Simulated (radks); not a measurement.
Values are calculated unless marked as measured or tabulated.
Effect of the nuclear size on the calcium ion Ca+, [Ar] 4s1. Code: a radial shooting solver on a logarithmic mesh with Libxc functionals. Model: Dirac Kohn-Sham, BLYP, spin-unpolarised, spherical densities, finite nucleus; Fermi nuclear charge, rms radius 3.4776 fm. The rms radius is varied about that value; shifts are against it.

rms radius (fm),total energy shift (eV),density at nucleus (e/bohr^3),1s1/2 shift (meV),2s1/2 shift (meV)
3.0916,-0.00634,6185,-2.67,-0.211
3.335,-0.00243,6173,-1.02,-0.081
3.4776,0,6166,0.000,0.000
3.6793,0.00360,6157,1.52,0.120
3.9401,0.00855,6146,3.60,0.285

Slopes of the eigenvalues against <r^2> in GHz/fm^2, as finite differences over the two radii next to the reference (eigenvalue slopes, not the field-shift constants of lines): 1s1/2 254, 2s1/2 20.1.
